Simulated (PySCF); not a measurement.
**Question.** What does the GFN2-xTB structure of InChI=1S/C6H8O/c1-5-3-4-7-6(5)2/h3-4H,1-2H3 look like in three dimensions?

**Answer.** 
```xyz
15
C6H8O angstrom
C     -1.5271   -1.0615    0.1411
C     -0.1177   -0.5919    0.0270
C      1.0466   -1.4089   -0.0114
C      2.1025   -0.5618   -0.1098
O      1.6826    0.7157   -0.1340
C      0.3318    0.6969   -0.0498
C     -0.3912    1.9988   -0.0628
H     -1.7374   -1.3916    1.1586
H     -1.6994   -1.9038   -0.5261
H     -2.2182   -0.2620   -0.1129
H      1.0776   -2.4786    0.0271
H      3.1589   -0.7321   -0.1674
H     -1.0829    2.0623    0.7751
H      0.3294    2.8091    0.0086
H     -0.9600    2.1173   -0.9851
```

Any rigid rotation of these coordinates is as good. Atoms count from 1 in this order. Of the pairs four or more bonds apart, C7···H10 is among the closest relative to their van der Waals radii: 2.91 Å, 100 % of the sum of Bondi's values. The 7 heavy atoms lie in one plane (0.002 Å rms). The 5-membered ring C2–C3–C4–O5–C6 has internal angles of 105.7° to 110.6° (sum 540°, against 540° for a flat polygon); it is planar, 0.00 Å rms from its mean plane, widest ring torsion 0°. The C–C distances run from 1.357 Å (C3–C4, aromatic) to 1.490 Å (C1–C2, drawn single), a spread of 0.133 Å.

Bonds between heavy atoms (Å): C1–C2 1.490, C2–C3 1.423, C3–C4 1.357, C4–O5 1.345, O5–C6 1.354, C6–C7 1.489, C2–C6 1.367.

Structure optimised with GFN2-xTB, isolated species.

Stationary, but not proved a minimum.

The numbers are calculated, not measured.
